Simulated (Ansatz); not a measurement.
`[SiH3]/C=C/[SiH3]` + H₂ → `C=C[SiH3]` + SiH₄ at 400 K and 1 bar (hydrogenolysis of a C–Si bond).

Isolated molecules relaxed with PBE0-D4/def2-TZVP in Ansatz; ΔE leaves out vibrations. CBS: MP2 limit from def2 TZ/QZ plus the TZ coupled-cluster correction, frozen cores. This one scheme is used for every species.

```csv
species,CCSD(T)/CBS energy (Eh),H − E (kJ/mol),S (J/(mol·K))
`[SiH3]/C=C/[SiH3]`,-659.04033,249.4,374.4
H₂,-1.17544,38.0,139.0
`C=C[SiH3]`,-368.76077,199.4,311.5
SiH₄,-291.46306,96.9,218.6
```

H − E and S are ideal-gas, rigid-rotor, harmonic terms from PBE0-D4/def2-TZVP. The MP2-based limit puts H₂ 0.8 mEh under its directly extrapolated value; such offsets cancel only in part. 1 Eh = 2625.50 kJ/mol, R = 8.31446 J/(mol·K).

Problem. By hand: ΔE, ΔH, ΔS and ΔG.

Solution. ΔE = (-368.76077) + (-291.46306) − (-659.04033) − (-1.17544) = -0.00806 Eh = -21.2 kJ/mol. Δ(H − E) = 199.4 + 96.9 − 249.4 − 38.0 = 8.9, so ΔH = -12.3 kJ/mol. ΔS = 311.5 + 218.6 − 374.4 − 139.0 = 16.7 J/(mol·K). ΔG = -12.3 − 400 × (16.7)/1000 = -19.0 kJ/mol.

Problem. By hand: the equilibrium constant, and the temperature at which ΔG would vanish if ΔH and ΔS stayed fixed.

Solution. log₁₀ K = −ΔG/(RT ln 10) = 2.5. ΔH and −TΔS have one sign here, so there is no such temperature.

TΔS isn't small against ΔH here. A doubt of 5 kJ/mol in ΔE shifts log₁₀ K by 0.7 here. These are equilibria of isolated gas molecules and say nothing of rates. Largest T1 diagnostic: 0.012 (customary marks: 0.02 for closed shells, 0.045 for open ones).
